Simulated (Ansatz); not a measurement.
```yaml
crystal:
  periodic: [false, false, false]
  atoms:
    - {symbol: F, position_ang: [0.665662, -1.533606, 1.633459]}
    - {symbol: P, position_ang: [0.797391, -0.842571, 0.260699]}
    - {symbol: F, position_ang: [0.863415, -2.069368, -0.672131]}
    - {symbol: F, position_ang: [2.282349, -0.426043, 0.291148]}
    - {symbol: In, position_ang: [-1.073131, 1.134634, -0.353204]}
    - {symbol: F, position_ang: [-0.602065, 2.259745, 1.149218]}
    - {symbol: Xx, position_ang: [-0.334705, 1.524263, -2.098784]}
    - {symbol: F, position_ang: [-2.598927, -0.047054, -0.210405]}
basis:
  gaussian: {orbitals: x2c-TZVPPall, fitting: {mean_field: def2-universal-jkfit}}
hamiltonian: {xc: {name: B3LYP5}}
output: {forces: true}
```

```sh
$ ansatz run in.yaml --threads 4 --pin off --events-out ev --progress --plain --max-ram 11315MiB
```

It prints (some lines left out):

```
Error: YAML parse error: error: line 10 column 16: `Xx` is not an element symbol (H … Og, case-exact)
 8 |     - {symbol: In, position_ang: [-1.073131, 1.134634, -0.353204]}
 9 |     - {symbol: F, position_ang: [-0.602065, 2.259745, 1.149218]}
10 |     - {symbol: Xx, position_ang: [-0.334705, 1.524263, -2.098784]}
11 |     - {symbol: F, position_ang: [-2.598927, -0.047054, -0.210405]}
12 | basis:
```

**Question.** Something in this input is off. What?

**Answer.** An element symbol is wrong. The program refused the input.

B3LYP here is the variant with VWN-RPA as its local correlation; programs differ in this.
